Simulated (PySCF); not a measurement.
C4H4F3O: g tensor and hyperfine couplings

Compound: C₄H₄F₃O (doublet state).
Cartesian coordinates in Å at the GFN2-xTB level; atoms count from 1:
```
atom  x, y, z in Å
C1     2.195   -0.506   -0.069
C2     1.438    0.621    0.091
C3     0.062    0.661    0.094
O4    -0.667   -0.519   -0.077
C5    -1.979   -0.398   -0.065
F6    -2.539   -1.587   -0.246
F7    -2.465    0.099    1.087
F8    -2.455    0.415   -1.026
H9     1.729   -1.464   -0.208
H10    3.268   -0.461   -0.060
H11    1.925    1.576    0.230
H12   -0.511    1.563    0.222
```

The hyperfine couplings belong to this conformer and change with its torsions.

Identity: `[CH2]/C=C\OC(F)(F)F` [radical].

Theory: PySCF, UKS B3LYP, pcH-1 on C F H O, non-relativistic, mean-field spin-orbit, GIAO. The structure is a single GFN2-xTB conformer in the gas phase; no vibrational or solvent corrections. The geometry wasn't refined by DFT: couplings that depend on bond lengths, twists or pyramidal angles can differ widely from those at the functional's own minimum. Stability of the SCF solution: not tested. ⟨S²⟩ is 0.776 where a pure state has 0.75.

```
g1, g2, g3                      : 2.00233, 2.00294, 2.00335
g_iso                           : 2.00287
Form of g                       : rhombic: the two nearest values differ by 40 % of g3 − g1
⟨S²⟩                            : 0.7760 (exact 0.7500)
α and β electrons               : 32, 31
HOMO–LUMO gap, α and β orbitals : 6.34, 5.69 eV
```

Hyperfine couplings atom by atom, in 10⁻⁴ cm⁻¹; T1 to T3 are the principal values of the dipolar part; ρ(0) is the spin density at the nucleus (1 × 10⁻⁴ cm⁻¹ = 2.998 MHz):

| atom | isotope | a_iso | T1 | T2 | T3 | Mulliken spin population | ρ(0) (bohr⁻³) |
| --- | --- | --- | --- | --- | --- | --- | --- |
| C1 | 13C | 17.9 | -16.9 | -16.3 | 33.3 | 0.67 | 0.0476 |
| C2 | 13C | -16.1 | -9.7 | 3.8 | 5.9 | -0.26 | -0.0429 |
| C3 | 13C | 21.6 | -18.8 | -17.8 | 36.6 | 0.63 | 0.0577 |
| O4 | 17O | -2.3 | -8.5 | 3.9 | 4.6 | 0.03 | 0.0115 |
| C5 | 13C | -0.7 | -0.5 | 0.1 | 0.4 | 0.00 | -0.0018 |
| F6 | 19F | -0.7 | -1.1 | -0.4 | 1.5 | 0.00 | -0.0005 |
| F7 | 19F | 0.3 | -2.7 | -1.6 | 4.3 | 0.00 | 0.0002 |
| F8 | 19F | 0.3 | -2.7 | -1.5 | 4.2 | 0.00 | 0.0002 |
| H9 | 1H | -13.4 | -7.0 | -0.6 | 7.6 | -0.03 | -0.0090 |
| H10 | 1H | -13.9 | -8.3 | -0.1 | 8.4 | -0.03 | -0.0093 |
| H11 | 1H | 3.6 | -1.7 | -0.6 | 2.3 | 0.01 | 0.0024 |
| H12 | 1H | -15.4 | -8.6 | -0.3 | 8.9 | -0.03 | -0.0104 |

Largest spin populations (Mulliken): C1 (+0.67), C3 (+0.63) and C2 (-0.26). The positive populations add up to 1.35 and the negative ones to -0.35, together 2S = 1. The angles at C1 add up to 360.0°, so it is planar; its axial dipolar tensor and the negative couplings of its protons fit spin in a p orbital normal to that plane.

Axes: g2 points within 4° of the C1–H9 bond.

Under fast tumbling the dipolar parts average out, and these isotropic splittings remain: 1 × 1H (H12, I = 1/2, 2 lines) with 1.65 mT, 1 × 1H (H10, I = 1/2, 2 lines) with 1.48 mT, 1 × 1H (H9, I = 1/2, 2 lines) with 1.43 mT and 1 × 1H (H11, I = 1/2, 2 lines) with 0.38 mT.

H9 and H10 aren't averaged: C1 is flat or nearly so (angle sum 360°), and its turn about the short C1–C2 bond (1.37 Å) is taken as slow.

The 17O coupling of O4 (-7.0 MHz) shows only in satellite lines or after enrichment, since that isotope makes up about 0.038 % of natural oxygen.

The 13C coupling of C3 (64.9 MHz) shows only in satellite lines or after enrichment, since that isotope makes up about 1.07 % of natural carbon.

The spin density at the nucleus, in bohr⁻³, is negative for C2 (-0.0429), H12 (-0.0104) and H10 (-0.0093), for instance. A restricted open-shell determinant has no negative spin density anywhere; here it arises because α and β orbitals differ (spin polarisation).
